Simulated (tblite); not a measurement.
C5H6N2O3.
Geometry (GFN2-xTB, Å), atoms numbered from 1 in this order:
```
atom  x, y, z in Å
C1    -3.5616   -0.2949   -0.2470
O2    -2.2686    0.2914   -0.1529
C3    -1.2759   -0.5466    0.1163
O4    -1.3936   -1.7328    0.2816
C5     0.0160    0.1685    0.1895
N6     0.2441    1.4355    0.0265
N7     1.5582    1.6221    0.1846
C8     2.0866    0.4627    0.4390
C9     3.5083    0.1620    0.6896
O10    1.1554   -0.5082    0.4559
H11   -3.8285   -0.7760    0.6962
H12   -4.2449    0.5195   -0.4707
H13   -3.5804   -1.0445   -1.0409
H14    3.6243   -0.2881    1.6743
H15    3.8755   -0.5458   -0.0518
H16    4.0775    1.0841    0.6344
```

Method: GFN2-xTB as coded in tblite; computed harmonic values from a numerical Hessian at the method's own geometry, unscaled. Errors from tens to a few hundred cm⁻¹ against measured bands are possible. One conformer, not necessarily the lowest.

Harmonic wavenumbers (cm⁻¹): 35.1, 56.6, 68.7, 98.7, 106.4, 197.9, 253.0, 305.8, 311.4, 379.7, 497.0, 626.8, 680.0, 704.9, 745.9, 804.2, 961.0, 987.8, 1012.2, 1029.9, 1051.0, 1118.8, 1136.8, 1152.2, 1174.4, 1251.5, 1304.3, 1383.5, 1384.2, 1436.2, 1436.2, 1437.4, 1455.0, 1513.6, 1551.7, 1759.8, 2978.0, 2988.9, 3016.0, 3026.7, 3053.2, 3077.1.

A = 4376, B = 761.2, C = 653.7 MHz; mass 142.038 u (most abundant isotopes); point group Cs, symmetry number 1.

Q: Zero-point energy?

A: ½Σν̃ = 24775 cm⁻¹ = 296.37 kJ/mol.

Q: Give the ideal-gas entropy at 400 K and 1 bar in the rigid-rotor, harmonic-oscillator model (classical rotation).

A: Translation 176.77, rotation 126.59, vibration 171.48: S = 474.8 J/(mol K).

Q: And Cp and H(400 K) − H(0)?

A: Cp = 182.77 J/(mol K), of which vibrations give 149.52 (their classical limit is 42 R = 349.2); H(400 K) − H(0) = 45.83 kJ/mol without the zero-point energy, 32.53 from vibrations.

Q: How do the functions run with temperature in this model?

A: 
```json
{"T (K)": "150", "S (J/(mol K))": "343.5", "Cp (J/(mol K))": "100.1", "H − H(0) (kJ/mol)": "10.67", "G − H(0) (kJ/mol)": "-40.85", "ln q(vib)": "4.19"}
{"T (K)": "250", "S (J/(mol K))": "401.8", "Cp (J/(mol K))": "131.7", "H − H(0) (kJ/mol)": "22.23", "G − H(0) (kJ/mol)": "-78.23", "ln q(vib)": "7.03"}
{"T (K)": "298.15", "S (J/(mol K))": "426.4", "Cp (J/(mol K))": "148.1", "H − H(0) (kJ/mol)": "28.96", "G − H(0) (kJ/mol)": "-98.18", "ln q(vib)": "8.29"}
{"T (K)": "600", "S (J/(mol K))": "560.1", "Cp (J/(mol K))": "237.8", "H − H(0) (kJ/mol)": "88.23", "G − H(0) (kJ/mol)": "-247.80", "ln q(vib)": "15.56"}
{"T (K)": "900", "S (J/(mol K))": "667.1", "Cp (J/(mol K))": "288.9", "H − H(0) (kJ/mol)": "167.97", "G − H(0) (kJ/mol)": "-432.44", "ln q(vib)": "22.06"}
```

q(vib) and H(0) count from the zero-point level.

Q: Which modes carry the vibrational entropy at 400 K?

A: 35.1 cm⁻¹: 25.53; 56.6 cm⁻¹: 21.56; 68.7 cm⁻¹: 19.96; 98.7 cm⁻¹: 16.97; 106.4 cm⁻¹: 16.35; 197.9 cm⁻¹: 11.31 J/(mol K); the other 36 give 59.80 together.

Q: Blend soft modes into free rotors: weight 1/[1 + (100 cm⁻¹/ν̃)⁴] for the oscillator and the rest for a rotor with moment μB/(μ + B), μ = h/(8π²ν), B = 10⁻⁴⁴ kg m². What vibrational entropy results?

A: 150.37 J/(mol K) in place of 171.48, which changes −T·S at 400 K by +8.44 kJ/mol.

Q: What must be added to the electronic energy to get the Gibbs energy at 400 K and 1 bar?

A: ZPE + [H(400 K) − H(0)] − T·S = 296.37 + 45.83 − 189.94 = 152.26 kJ/mol.

Hindered rotation and anharmonicity are outside this model. Other conformers, if any are populated, would add a mixing term that is left out.
